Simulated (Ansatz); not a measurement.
`[F][In]([Cl])[SeH]` + `[Cl][GaH][Cl]` → `[Cl][Ga]([Cl])[SeH]` + `[F][InH][Cl]` at 298.15 K and 1 bar (formal exchange of groups at the Se–In bond).

Program: Ansatz. Geometries: PBE0-D4/def2-TZVP. ΔE: electronic, gas phase. CCSD(T)/CBS is the MP2 limit (def2-TZVPP, def2-QZVPP) plus CCSD(T) − MP2 in def2-TZVPP, frozen cores. def2 core potentials past Kr. For Ga, In, Se outer-core shells are correlated without core-valence functions, which leaves a few kJ/mol of doubt a bond. Scalar relativity is left out up to krypton. Each species was taken in one conformer, which may not be the lowest.

| species | CCSD(T)/CBS energy (Eh) | H − E (kJ/mol) | S (J/(mol·K)) |
| --- | --- | --- | --- |
| `[F][In]([Cl])[SeH]` | -3150.81023 | 48.8 | 369.3 |
| `[Cl][GaH][Cl]` | -2844.19972 | 38.8 | 300.2 |
| `[Cl][Ga]([Cl])[SeH]` | -5244.95427 | 48.6 | 363.6 |
| `[F][InH][Cl]` | -750.05448 | 37.6 | 308.4 |

H − E and S are ideal-gas, rigid-rotor, harmonic terms from PBE0-D4/def2-TZVP, for one conformer and one mirror image of each species. 1 Eh = 2625.50 kJ/mol, R = 8.31446 J/(mol·K).

Problem. By hand: ΔE, ΔH, ΔS and ΔG.

Solution. ΔE = (-5244.95427) + (-750.05448) − (-3150.81023) − (-2844.19972) = 0.00120 Eh = 3.2 kJ/mol. Δ(H − E) = 48.6 + 37.6 − 48.8 − 38.8 = -1.4, so ΔH = 1.8 kJ/mol. ΔS = 363.6 + 308.4 − 369.3 − 300.2 = 2.5 J/(mol·K). ΔG = 1.8 − 298.15 × (2.5)/1000 = 1.1 kJ/mol.

Problem. By hand: the equilibrium constant, and the temperature at which ΔG would vanish if ΔH and ΔS stayed fixed.

Solution. log₁₀ K = −ΔG/(RT ln 10) = -0.2. ΔG = 0 at ΔH/ΔS = 720 K, though so small a ΔH makes that figure unsure.

TΔS isn't small against ΔH here. The sign of ΔG lies within the doubt. A doubt of 5 kJ/mol in ΔE shifts log₁₀ K by 0.9 here. Other conformers and mirror images would add mixing entropy, several J/(mol·K) or more a flexible species. These are equilibria of isolated gas molecules and say nothing of rates. Largest T1 diagnostic: 0.015 (customary marks: 0.02 for closed shells, 0.045 for open ones).
